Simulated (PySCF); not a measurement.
Species: C4H12As2.
SMILES: `CC[C@H]([AsH2])C[AsH2]`

Level: B3LYP/def2-SVPD in PySCF, non-relativistic, on one gas-phase PBE0-D3(BJ)/def2-SVP geometry that isn't relaxed in the solvent. The solvent is an IEF-PCM continuum (van der Waals radii × 1.2), and excitations are vertical TDDFT with non-equilibrium linear response and a frozen core. The model holds no explicit solvent molecules, cavitation or dispersion. Spin–orbit coupling is left out although an atom past zinc is present.

Gas-phase singlets (H = HOMO, L = LUMO):

```csv
state,E (eV),λ (nm),f,leading configurations
S1,5.647,220,0.031,H→L 98%
S2,6.091,204,0.042,"H→L+2 54%, H→L+1 42%"
S3,6.174,201,0.015,"H-1→L 37%, H→L+3 31%, H→L+2 15%"
S4,6.267,198,0.093,"H-1→L 36%, H→L+1 27%, H→L+2 19%"
S5,6.396,194,0.361,"H→L+3 59%, H-1→L 19%"
```

**Question.** Give the list for chloroform (ε = 4.711), n² = 2.09.

**Answer.** 
```json
{"state": "S1", "E (eV)": "5.704", "λ (nm)": "217", "f": "0.047", "leading configurations": "H→L 98%", "change by rank (eV)": "+0.057"}
{"state": "S2", "E (eV)": "6.096", "λ (nm)": "203", "f": "0.088", "leading configurations": "H→L+2 60%, H→L+1 36%", "change by rank (eV)": "+0.005"}
{"state": "S3", "E (eV)": "6.174", "λ (nm)": "201", "f": "0.080", "leading configurations": "H→L+3 34%, H→L+1 25%, H-1→L 23%", "change by rank (eV)": "0.000"}
{"state": "S4", "E (eV)": "6.224", "λ (nm)": "199", "f": "0.487", "leading configurations": "H→L+1 30%, H→L+3 25%, H→L+2 20%", "change by rank (eV)": "-0.043"}
{"state": "S5", "E (eV)": "6.346", "λ (nm)": "195", "f": "0.190", "leading configurations": "H-1→L 38%, H→L+3 32%, H→L+4 21%", "change by rank (eV)": "-0.050"}
```

**Question.** The ground-state energy changes by -0.062 eV from gas to chloroform. By how much does the total energy of gas-phase S1 change?

**Answer.** E(S1) = E(S0) + excitation energy, so it changes by -0.062 + 0.057 = -0.005 eV: it is lowered less than the ground state, which is what a blue shift means. This is the vertical state, with the slow part of the continuum still set for S0.

**Question.** How do the frontier levels move from gas to chloroform?

**Answer.** 
```tsv
orbital	gas (eV)	solvent (eV)	change (eV)
LUMO+2	0.28	0.44	+0.16
LUMO+1	0.23	0.37	+0.14
LUMO	-0.23	-0.03	+0.20
HOMO	-6.65	-6.54	+0.11
HOMO-1	-7.27	-7.17	+0.10
HOMO-2	-8.48	-8.30	+0.18
HOMO-3	-9.12	-8.90	+0.22
```

The HOMO–LUMO gap goes from 6.42 to 6.50 eV.

The run took about 80 s of CPU time (one thread, shared machine). This is the whole response run at B3LYP/def2-SVPD in chloroform, SCF included.

The values belong to the conformer `[CH3:1][CH2:2][C@H:3]([AsH2:4])[CH2:5][AsH2:6]`: C1–C2–C3–As4 -58°, C2–C3–C5–As6 -61°, H–As4–C3–C2 -166°, H–As4–C3–C2 -73°, H–As6–C5–C3 92°, H–As6–C5–C3 -175°.
